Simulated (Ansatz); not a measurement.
Ansatz (an electronic-structure program) input (B3LYP-D3(BJ)/def2-TZVP):

Ansatz 0.2 input:
```yaml
crystal:
  periodic: [false, false, false]
  atoms:
    - {symbol: Si, position_ang: [1.25642530, 0.01591150, -0.04566851]}
    - {symbol: Br, position_ang: [1.63908731, -1.71591029, 1.26911918]}
    - {symbol: Br, position_ang: [1.53948351, 1.85920361, 1.13510800]}
    - {symbol: Br, position_ang: [2.55808144, 0.02202048, -1.80350668]}
    - {symbol: O, position_ang: [-0.20765680, -0.05407569, -0.67923100]}
    - {symbol: C, position_ang: [-1.46712885, -0.05674029, -0.06740238]}
    - {symbol: H, position_ang: [-2.21268755, -0.10236437, -0.85916225]}
    - {symbol: H, position_ang: [-1.56984872, -0.92525490, 0.58605643]}
    - {symbol: H, position_ang: [-1.60608258, 0.85457645, 0.51725242]}
basis:
  gaussian:
    orbitals: def2-TZVP
hamiltonian:
  xc: b3lyp
  dispersion: d3bj
relax: {f_tol: 0.002, max_steps: 150}
```

Output:

```
Functional definition: B3LYP
integrals: 0.32 GiB planned
1963 factors; their error is unknown
0.33 GiB of the device are held for the grids
1.95 GiB of device memory are held for the factors and their scratch space
mean field: 1.71 GiB planned
mean field evaluation 1: about -221151.8253 eV, gradient 5.7e1 eV
mean field evaluation 2: about -221136.8711 eV, gradient 1.0e2 eV
mean field evaluation 4: about -221157.7979 eV, gradient 5.8e0 eV
mean field evaluation 8: about -221157.8581 eV, gradient 1.2e-1 eV
mean field evaluation 16: about -221158.9079 eV, gradient 5.6e-4 eV
mean field -221158.90792893 eV, -8127.4399594962 hartree, gradient 2.4e-5 eV, S^2 0.000000; 0 other end points of the search recorded, 0 dependent functions left out
the calculation of the forces begins
reference -221158.90822712 eV, -8127.4399704546 hartree; 68, 68 occupied and 193, 193 virtual orbitals, 1963 factors
relax step   1: F+E_penalty+E_count = -221159.55143154 eV  Δ(F+E_penalty+E_count) = +0.000e0 eV  max|allowed force component| = 4.926e-1 eV/Å  Δτ_max = 0.0000 Å  (29 SCF iters, accepted)
these checks for a lower state are left out or cut short: starts, cluster_reference, orbital_swaps, neighbouring_geometries, increment
integrals: 0.32 GiB planned
1963 factors; their error is unknown
0.33 GiB of the device are held for the grids
1.94 GiB of device memory are held for the factors and their scratch space
mean field: 1.70 GiB planned
mean field -221158.94090607 eV, -8127.4411713839 hartree, gradient 9.0e-6 eV, S^2 0.000000; 0 other end points of the search recorded, 0 dependent functions left out
the calculation of the forces begins
reference -221158.94120451 eV, -8127.4411823511 hartree; 68, 68 occupied and 193, 193 virtual orbitals, 1963 factors
relax step   2: F+E_penalty+E_count = -221159.58033999 eV  Δ(F+E_penalty+E_count) = -2.891e-2 eV  max|allowed force component| = 3.411e-1 eV/Å  Δτ_max = 0.1042 Å  (31 SCF iters, accepted)
these checks for a lower state are left out or cut short: starts, cluster_reference, orbital_swaps, neighbouring_geometries, increment
integrals: 0.32 GiB planned
1963 factors; their error is unknown
0.33 GiB of the device are held for the grids
1.94 GiB of device memory are held for the factors and their scratch space
mean field: 1.70 GiB planned
mean field evaluation 32: about -221158.9449 eV, gradient 6.7e-6 eV
mean field -221158.94488076 eV, -8127.4413174511 hartree, gradient 6.8e-6 eV, S^2 0.000000; 0 other end points of the search recorded, 0 dependent functions left out
the calculation of the forces begins
reference -221158.94517907 eV, -8127.4413284136 hartree; 68, 68 occupied and 193, 193 virtual orbitals, 1963 factors
relax step   3: F+E_penalty+E_count = -221159.58392555 eV  Δ(F+E_penalty+E_count) = -3.586e-3 eV  max|allowed force component| = 2.334e-1 eV/Å  Δτ_max = 0.0151 Å  (33 SCF iters, accepted)
these checks for a lower state are left out or cut short: starts, cluster_reference, orbital_swaps, neighbouring_geometries, increment
integrals: 0.32 GiB planned
1963 factors; their error is unknown
0.33 GiB of the device are held for the grids
1.94 GiB of device memory are held for the factors and their scratch space
mean field: 1.71 GiB planned
mean field -221158.94688335 eV, -8127.4413910448 hartree, gradient 7.0e-6 eV, S^2 0.000000; 0 other end points of the search recorded, 0 dependent functions left out
the calculation of the forces begins
reference -221158.94718029 eV, -8127.4414019570 hartree; 68, 68 occupied and 193, 193 virtual orbitals, 1963 factors
relax step   4: F+E_penalty+E_count = -221159.58917331 eV  Δ(F+E_penalty+E_count) = -5.248e-3 eV  max|allowed force component| = 6.116e-2 eV/Å  Δτ_max = 0.0352 Å  (33 SCF iters, accepted)
these checks for a lower state are left out or cut short: starts, cluster_reference, orbital_swaps, neighbouring_geometries, increment
integrals: 0.32 GiB planned
1963 factors; their error is unknown
0.33 GiB of the device are held for the grids
1.94 GiB of device memory are held for the factors and their scratch space
mean field: 1.70 GiB planned
mean field -221158.94603884 eV, -8127.4413600096 hartree, gradient 6.8e-6 eV, S^2 0.000000; 0 other end points of the search recorded, 0 dependent functions left out
the calculation of the forces begins
reference -221158.94633523 eV, -8127.4413709017 hartree; 68, 68 occupied and 193, 193 virtual orbitals, 1963 factors
relax step   5: F+E_penalty+E_count = -221159.59020903 eV  Δ(F+E_penalty+E_count) = -1.036e-3 eV  max|allowed force component| = 4.522e-2 eV/Å  Δτ_max = 0.0179 Å  (33 SCF iters, accepted)
these checks for a lower state are left out or cut short: starts, cluster_reference, orbital_swaps, neighbouring_geometries, increment
integrals: 0.32 GiB planned
1963 factors; their error is unknown
0.33 GiB of the device are held for the grids
1.94 GiB of device memory are held for the factors and their scratch space
mean field: 1.70 GiB planned
mean field -221158.94528443 eV, -8127.4413322855 hartree, gradient 6.8e-6 eV, S^2 0.000000; 0 other end points of the search recorded, 0 dependent functions left out
the calculation of the forces begins
reference -221158.94558059 eV, -8127.4413431691 hartree; 68, 68 occupied and 193, 193 virtual orbitals, 1963 factors
relax step   6: F+E_penalty+E_count = -221159.59036223 eV  Δ(F+E_penalty+E_count) = -1.532e-4 eV  max|allowed force component| = 4.916e-3 eV/Å  Δτ_max = 0.0088 Å  (33 SCF iters, accepted)
these checks for a lower state are left out or cut short: starts, cluster_reference, orbital_swaps, neighbouring_geometries, increment
integrals: 0.32 GiB planned
1963 factors; their error is unknown
0.33 GiB of the device are held for the grids
1.94 GiB of device memory are held for the factors and their scratch space
mean field: 1.70 GiB planned
mean field -221158.94523152 eV, -8127.4413303411 hartree, gradient 6.8e-6 eV, S^2 0.000000; 0 other end points of the search recorded, 0 dependent functions left out
the calculation of the forces begins
reference -221158.94552765 eV, -8127.4413412238 hartree; 68, 68 occupied and 193, 193 virtual orbitals, 1963 factors
relax step   7: F+E_penalty+E_count = -221159.59036390 eV  Δ(F+E_penalty+E_count) = -1.674e-6 eV  max|allowed force component| = 2.929e-4 eV/Å  Δτ_max = 0.0012 Å  (34 SCF iters, accepted)
integrals: 0.32 GiB planned
1963 factors; their error is unknown
0.33 GiB of the device are held for the grids
1.94 GiB of device memory are held for the factors and their scratch space
mean field: 1.70 GiB planned
mean field evaluation 64: about -221158.9449 eV, gradient 6.2e-1 eV
mean field -221158.94523152 eV, -8127.4413303411 hartree, gradient 6.8e-6 eV, S^2 0.000000; 1 other end points of the search recorded, 0 dependent functions left out
the calculation of the forces begins
reference -221158.94552765 eV, -8127.4413412238 hartree; 68, 68 occupied and 193, 193 virtual orbitals, 1963 factors
Total energy: -221159.59066004 eV, -8127.4650494017 hartree
Atom 0 at     1.245670     0.021305    -0.098238 Å, force    -0.000150    -0.000078     0.000211 eV/Å
Atom 1 at     1.583476    -1.722376     1.233107 Å, force    -0.000092     0.000057    -0.000088 eV/Å
Atom 2 at     1.478103     1.868310     1.110753 Å, force     0.000020    -0.000030    -0.000088 eV/Å
Atom 3 at     2.690037     0.007153    -1.757101 Å, force     0.000018     0.000010    -0.000034 eV/Å
Atom 4 at    -0.227335    -0.044161    -0.752789 Å, force     0.000132     0.000033    -0.000293 eV/Å
Atom 5 at    -1.469203    -0.055616    -0.046380 Å, force    -0.000154     0.000060     0.000279 eV/Å
Atom 6 at    -2.261157    -0.101913    -0.790430 Å, force     0.000191    -0.000083    -0.000193 eV/Å
Atom 7 at    -1.530174    -0.928442     0.605887 Å, force     0.000104     0.000054     0.000055 eV/Å
Atom 8 at    -1.579745     0.853108     0.547757 Å, force    -0.000068    -0.000024     0.000151 eV/Å
Dipole moment:    -0.390394    -0.008794     0.072137 e Å
```
